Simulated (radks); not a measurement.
Values are calculated unless marked as measured or tabulated.
Species: the germanium ion Ge4+. Configuration: [Ar] 3d10.

Code: a radial shooting solver on a logarithmic mesh with Libxc functionals. Model: non-relativistic Kohn-Sham, TPSS, spin-polarised, spherical densities, point nucleus; meta-GGA in the generalised Kohn-Sham scheme.

Energy parts (eV):
part                       energy
total                  -56413.559
kinetic                 56379.138
electron-nucleus      -133612.156
Hartree                 22935.904
exchange-correlation    -2116.446

Orbitals (lengths in bohr, moments of r in powers of bohr):
[
 {"orbital": "1s", "occ.": "2", "eigenvalue (eV)": "-10870.90", "<r^2>": "0.003064", "<r^4>": "0.00002388"},
 {"orbital": "2s", "occ.": "2", "eigenvalue (eV)": "-1389.460", "<r^2>": "0.05374", "<r^4>": "0.004986"},
 {"orbital": "2p", "occ.": "6", "eigenvalue (eV)": "-1240.803", "<r^2>": "0.04196", "<r^4>": "0.003529"},
 {"orbital": "3s", "occ.": "2", "eigenvalue (eV)": "-213.2593", "<r^2>": "0.4630", "<r^4>": "0.3439"},
 {"orbital": "3p", "occ.": "6", "eigenvalue (eV)": "-163.8819", "<r^2>": "0.4965", "<r^4>": "0.4238"},
 {"orbital": "3d", "occ.": "10", "eigenvalue (eV)": "-78.4551", "<r^2>": "0.6410", "<r^4>": "0.9266"}
]

The highest occupied level is 3d at -78.455 eV. The electron density at the nucleus is 2.248e+04 e/bohr^3. The density falls to 0.001 e/bohr^3 at r = 2.34 bohr.
